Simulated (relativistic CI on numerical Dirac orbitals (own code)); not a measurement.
# Sensitivity of the levels of Ce¹⁵⁺ to α and to the nuclear radius

Method of calculation: Dirac-Coulomb-Breit CI, separate exchange-only KLI orbitals for each configuration, derivatives by finite differences, unscaled Slater integrals, QED left out (own radial code, finite nucleus).

Configuration list (outside the closed core [Ar] 3d10): 4s2 4p6 4d7, 4s2 4p5 4d8, 4s2 4p6 4d6 4f, 4s2 4p4 4d9, 4s 4p6 4d8, 4s2 4p6 4d6 5s, 4p6 4d9, 4s2 4p6 4d5 5s2. Levels of other configurations are missing.

With x = (α/α₀)² − 1 an excitation energy changes as ω = ω₀ + qx; K = 2q/ω₀ is the relative enhancement. Terms are leading LS components, so labels can repeat. The field-shift factor is F = δν/δ⟨r²⟩ for the transition from the lowest level.

Lowest level 4s2 4p6 4d7 4F_9/2.

| Level | ω₀ (cm⁻¹) | q (cm⁻¹) | K | F (GHz/fm²) |
| --- | --- | --- | --- | --- |
| 4s2 4p6 4d7 2P_3/2 | 22929 | -69.16 | -0.00603 | -0.143 |
| 4s2 4p6 4d7 4F_7/2 | 23790 | 27190 | 2.29 | 0.384 |
| 4s2 4p6 4d7 4F_5/2 | 25757 | 11950 | 0.928 | 0.173 |
| 4s2 4p6 4d7 4F_3/2 | 39555 | 29550 | 1.49 | 0.408 |
| 4s2 4p6 4d7 4P_5/2 | 43342 | 26760 | 1.23 | 0.453 |
| 4s2 4p6 4d7 2G_9/2 | 46045 | 21950 | 0.953 | 0.366 |
| 4s2 4p6 4d7 4P_1/2 | 50221 | 26000 | 1.04 | 0.279 |
| 4s2 4p6 4d7 2H_11/2 | 62105 | 24700 | 0.796 | 0.512 |
| 4s2 4p6 4d7 2G_7/2 | 62747 | 33210 | 1.06 | 0.512 |
| 4s2 4p6 4d7 4P_3/2 | 70650 | 51020 | 1.44 | 0.692 |
| 4s2 4p6 4d7 2D_5/2 | 70836 | 46060 | 1.3 | 0.63 |
| 4s2 4p6 4d7 2P_1/2 | 80925 | 55000 | 1.36 | 0.58 |
| 4s2 4p6 4d7 2F_5/2 | 84438 | 22160 | 0.525 | 0.429 |
| 4s2 4p6 4d7 2H_9/2 | 86901 | 53010 | 1.22 | 0.885 |
| 4s2 4p6 4d7 2D_3/2 | 99875 | 55970 | 1.12 | 0.782 |
| 4s2 4p6 4d7 2F_7/2 | 100628 | 44900 | 0.892 | 0.717 |
| 4s2 4p6 4d7 2D_3/2 | 130433 | 50690 | 0.777 | 0.874 |
| 4s2 4p6 4d7 2D_5/2 | 141204 | 50230 | 0.711 | 0.953 |
| 4s2 4p5 4d8 4G°_11/2 | 804162 | 40700 | 0.101 | 3.84 |
| 4s2 4p5 4d8 4F°_9/2 | 812263 | 37950 | 0.0934 | 4.15 |
| 4s2 4p5 4d8 2D°_5/2 | 814947 | 38130 | 0.0936 | 3.97 |
| 4s2 4p5 4d8 2S°_1/2 | 821687 | 37670 | 0.0917 | 4.13 |
| 4s2 4p5 4d8 4D°_7/2 | 824589 | 44300 | 0.107 | 4.25 |

At this charge energies of transitions that change n are usually good to better than 1 %, and those within a shell (Δn = 0) to a few per cent. Terms inside the open d or f shell come out 10 to 20 % too wide with unscaled integrals. Levels and lines within the n = 5 or 6 shells can be off by up to 10 % or somewhat more, and those that change n by about 2 %, since core polarisation is missing.
